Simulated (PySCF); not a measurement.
**Electron correlation in Pr²⁺ (praseodymium, charge +2)**

[Xe] 4f2 6s1, one real determinant (an excited configuration). All numbers are calculated (PySCF 2.14, the spin-free X2C one-electron Hamiltonian (Gaussian nucleus), in ANO-RCC-VTZP (8s7p5d3f2g1h, 104 functions)). Frozen: [Kr] 4d10; 11 electrons correlated.

| level | correlation energy (mhartree) |
| --- | --- |
| CCSD | -282.25 |
| (T) | -10.07 |
| CCSD(T) | -292.32 |

Diagnostics: T1 = 0.0094, D1 = 0.0330, largest double amplitude 0.066.

Problem. Is a single reference adequate?

Solution. Yes, within this model without spin-orbit coupling: T1 lies below 0.03 and no double amplitude reaches 0.07.

The reference is one real determinant that mixes LS terms of this configuration.
